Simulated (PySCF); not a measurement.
HOSi, SMILES O=[SiH] (connectivity only; charge and spin as stated), charge +1, multiplicity 1. The structure is a stationary point at PBE-D3(BJ)/def2-TZVPD. The multiplicity is an assumed one; other spin states were not compared. The isomer is the one that the SMILES or the coordinates give; other isomers of the formula were not compared.

The numbers are results of PBE-D3(BJ)/def2-TZVPD (PySCF), not measurements.

Harmonic wavenumbers (cm⁻¹): 407, 407, 1252, 2130. Rotational constants (GHz): 18.53 (linear); symmetry number 1.

Question: Work out the zero-point energy and the ideal-gas rigid-rotor harmonic-oscillator thermochemistry at 298.15 K and 1 atm.

Answer: ZPE = ½ Σ hcν = ½ × 4196 cm⁻¹ = 25.10 kJ/mol. H − E(el) = 35.40 kJ/mol. Entropy in J/(mol K): translation 156.25, rotation 56.66, vibration 7.98, total 220.89. G − E(el) = -30.46 kJ/mol. Cp = 42.03 J/(mol K).
